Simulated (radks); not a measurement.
Results of a calculation; reference values are marked as such.
Question: Successive ionisation energies (eV) of one element, from differences of total energies of ions in their ground configurations, starting at charge 0: 12.665, 21.234, 30.118, 43.863, 54.485, 65.122, 91.694. Code: a radial shooting solver on a logarithmic mesh with Libxc functionals. Model: scalar-relativistic Kohn-Sham, r2SCAN, spin-polarised, spherical densities, finite nucleus; open shells are filled with parallel spins first (spin-orbit coupling, left out, can overturn this in heavy ions); meta-GGA in the generalised Kohn-Sham scheme; Fermi nuclear charge, rms radius 4.7859 fm. Which element is it?

Answer: Xenon (Z = 54). The first species listed is Xe in [Xe], the last Xe6+ in [Kr] 4d10 5s2.
